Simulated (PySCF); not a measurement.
Polarisability and C₆ of Xe+ (xenon, charge +1)

[Kr] 4d10 5s2 5p5, 2P determinant. All numbers are calculated (PySCF 2.14, the spin-free X2C one-electron Hamiltonian (Gaussian nucleus), in x2c-QZVPPall with one added diffuse shell each of s, p, d, f type (14s10p8d5f1g, 128 functions)). Coupled (time-dependent) response in atomic units; α is the mean over directions.

| method | mean α (bohr³) | α xx, yy, zz | C₆ (like pair) | S(−4) |
| --- | --- | --- | --- | --- |
| UHF | 17.79 | 17.32, 18.02, 18.02 | 155.1 | 49.77 |
| PBE | 18.39 | 17.67, 18.75, 18.75 | 160.8 | 55.62 |

S(−4) is the Cauchy moment in α(ω) = α(0) + S(−4) ω² + …

Spin-orbit coupling is absent.

α(iu) at UHF:

```json
{"u (hartree)": "0", "α(iu) (bohr³)": "17.79"}
{"u (hartree)": "0.0500", "α(iu) (bohr³)": "17.66"}
{"u (hartree)": "0.100", "α(iu) (bohr³)": "17.30"}
{"u (hartree)": "0.200", "α(iu) (bohr³)": "16.02"}
{"u (hartree)": "0.300", "α(iu) (bohr³)": "14.31"}
{"u (hartree)": "0.500", "α(iu) (bohr³)": "10.81"}
{"u (hartree)": "0.750", "α(iu) (bohr³)": "7.529"}
{"u (hartree)": "1.00", "α(iu) (bohr³)": "5.439"}
{"u (hartree)": "1.50", "α(iu) (bohr³)": "3.233"}
{"u (hartree)": "2.00", "α(iu) (bohr³)": "2.191"}
{"u (hartree)": "3.00", "α(iu) (bohr³)": "1.255"}
{"u (hartree)": "5.00", "α(iu) (bohr³)": "0.5995"}
```

A single London oscillator, α(iu) = α/(1 + u²/ω²), gives C₆ = (3/4) ω α². Matching the computed C₆ needs ω = 4 × 155.1 / (3 × 17.79²) = 0.653 hartree.

For an ion, C₆ is the dispersion term alone; charge-induced terms of lower order in 1/R come first.

The components differ because the open shell of this determinant is not spherical; for a pure term their mean is the scalar polarisability.
